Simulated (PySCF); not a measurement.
Vertical excitations of a molecule C2H8O2Si from TDDFT-LC-ωPBE/def2-SVPD (PySCF), as energy in eV (oscillator strength): 7.20 (0.014), 7.91 (0.009), 7.98 (0.039), 8.21 (0.008), 8.80 (0.032), 8.93 (0.059), 8.97 (0.069), 9.09 (0.014), 9.18 (0.004), 9.35 (0.061). Lowest triplet (TDA): 6.76 eV. Geometry: ωB97X-D3(BJ)/def2-SVP. One conformer was computed; it need not be the lowest.

Q: Identify the compound among the candidates.
(A) C[C@H](O)[SiH2]O
(B) CC[SiH](O)O
(C) COC[SiH2]O
(D) C[Si@H](O)CO

A: D, C[Si@H](O)CO
